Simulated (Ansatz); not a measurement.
```yaml
crystal:
  periodic: [false, false, false]
  atoms:
    - {symbol: Zr, position_ang: [0.442921, 1.528998, -0.350631]}
    - {symbol: Na, position_ang: [2.540106, -0.278594, 1.552917]}
    - {symbol: Na, position_ang: [2.055187, -0.910880, -1.960946]}
    - {symbol: Na, position_ang: [-0.442247, -1.822274, 0.326180]}
    - {symbol: Na, position_ang: [-1.403018, -0.091077, -2.645541]}
    - {symbol: Na, position_ang: [-0.447171, 0.725629, 2.756496]}
    - {symbol: Na, position_ang: [-2.745778, 0.848198, 0.321537]}
basis:
  gaussian: {orbitals: def2-TZVP, initial_orbitals: start.molden}
hamiltonian: {xc: pbe}
correlation: {method: rpa}
scf: {omitted_lower_state_checks: [starts]}
```

The file start.molden holds the orbitals of an earlier run on this structure, at another level or in another basis.

```sh
$ ansatz run in.yaml --threads 4 --pin off --events-out ev --progress --plain --max-ram 8704MiB
```

It prints (some lines left out):

```
Functional definition: PBE
2088 factors; integrals over basis functions are off by at most 2.2e-4 eV
mean field evaluation 1: about -27757.0587 eV, gradient 9.2e0 eV
mean field evaluation 2: about -27757.2164 eV, gradient 3.9e-1 eV
mean field evaluation 4: about -27757.2287 eV, gradient 1.9e-1 eV
mean field evaluation 8: about -27757.2291 eV, gradient 4.1e-4 eV
mean field -27757.22914171 eV, -1020.0593564321 hartree, gradient 2.9e-6 eV, S^2 0.000000; 0 other end points of the search recorded, 0 dependent functions left out; unrestricted orbitals would lower it
mean field evaluation 16: about -27686.4658 eV, gradient 2.5e1 eV
mean field evaluation 32: about -27689.8198 eV, gradient 4.5e-2 eV
6 core orbitals not correlated: weight in the atoms' cores, before any rotation towards them, 1.000 or more for the frozen orbitals, at most 0.000 for the correlated occupied ones
reference -27686.36259692 eV, -1017.4550589461 hartree; 33, 33 occupied and 193, 193 virtual orbitals, 2088 factors
Error: the energy between an occupied orbital and the lowest state that it is excited into in its spin channel is -0.0019 eV and must be positive: a state without a gap has no random-phase energy
```

Task: Can the result of this run be used?

Result: No. The run stopped with an error. The reference has no gap: an occupied orbital lies above an empty one, and the correlation energy can't be formed.
